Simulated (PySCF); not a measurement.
**Re²⁺: excitation energy**

Re²⁺ [Xe] 4f14 5d5 (6S) → Re²⁺ [Xe] 4f14 5d4 6p1 (high-spin determinant), as a difference of total energies. Computed with PySCF 2.14 in ANO-RCC-VTZP (8s7p5d3f2g1h, 104 functions), with scalar relativity by spin-free X2C-1e. Correlated levels: valence: [Xe] 4f14 frozen. The calculations carry no spin-orbit coupling.

| method | excitation energy (cm⁻¹) |
| --- | --- |
| UHF | 77087 |
| MP2 (valence) | 78697 |
| SCS-MP2 (valence) | 77624 |
| CCSD (valence) | 78425 |
| CCSD(T) (valence) | 78351 |

A first-order spin-orbit estimate (lowest level to lowest level, LS coupling) adds -1.022 eV.

The basis was made for the ground configuration and has no added diffuse functions, so the excitation energy can come out too high.

The determinant of the upper state mixes LS terms, which raises its energy above the lowest term, most at the Hartree-Fock and MP2 levels.
